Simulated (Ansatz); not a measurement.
Reaction (cleavage of the Si–Ge bond): `F[Si](F)(F)[GeH3]` + H₂S → `F[Si](F)(F)S` + GeH₄

Gas-phase electronic energies from Ansatz, PBE0-D4/def2-TZVP geometries. CCSD(T)/CBS is the MP2 limit (def2-TZVPP, def2-QZVPP) plus CCSD(T) − MP2 in def2-TZVPP, frozen cores. This one scheme is used for every species. Functionals use def2-TZVPP. HSE06 is defined as in plane-wave codes. For Ge outer-core shells are correlated without core-valence functions, which leaves a few kJ/mol of doubt a bond. Scalar relativity is left out up to krypton. Each species was taken in one conformer, which may not be the lowest.

`F[Si](F)(F)[GeH3]`:

Cartesian coordinates in Å:
```
F 1.476 -0.232 1.715
Si 0.840 0.587 0.521
F 2.015 0.942 -0.474
F 0.317 1.952 1.125
Ge -0.887 -0.620 -0.551
H -0.317 -1.935 -1.095
H -1.446 0.221 -1.704
H -1.998 -0.914 0.463
```

H₂S:

Cartesian coordinates in Å:
```
S 0.473 0.004 0.400
H 0.317 -0.455 -0.850
H -0.790 0.451 0.451
```

`F[Si](F)(F)S`:

```xyz
6

F    -1.878   -0.183   -0.422
Si   -0.424    0.209    0.027
F    -0.433    0.478    1.577
F    -0.042    1.577   -0.651
S     0.850   -1.354   -0.519
H     1.927   -0.726   -0.012
```

GeH₄:

Cartesian coordinates in Å:
```
Ge 0.000 0.000 0.000
H -1.158 -0.845 -0.545
H 0.220 1.214 -0.912
H 1.277 -0.848 0.040
H -0.339 0.480 1.417
```

```csv
level,ΔE (kJ/mol)
HSE06-D4,-46.4
BHLYP-D4,-49.9
SCS-MP2/def2-TZVPP,-52.9
CCSD(T)/def2-TZVPP,-48.8
```

Question: What does CCSD(T)/CBS give? (Estimate.)

Answer: The calculation gave: -48.1 kJ/mol. The listed levels differ from it by 1.7, -1.8, -4.8, -0.7 kJ/mol.

Question: What do rigid-rotor, harmonic-oscillator terms from PBE0-D4/def2-TZVP frequencies (298.15 K, 1 bar) make of the CCSD(T)/CBS value? (Estimate.)

Answer: Computed: ΔZPE = +1.7 kJ/mol, ΔH = -48.9 kJ/mol, ΔS = -11 J/(mol·K), ΔG = -45.5 kJ/mol.

Largest T1 diagnostic among the species: 0.012.

Leaving LDA and LC-ωPBE aside and taking each functional with its dispersion term where it has one, the values, not all of them listed here, spread over 17.2 kJ/mol, from B97M-V to PBE-D4. LDA lies −3.4 kJ/mol from PBE without D4. From BLYP to BHLYP (50 % exact exchange), in def2-TZVPP and without D4, ΔE moves by −10.2 kJ/mol.
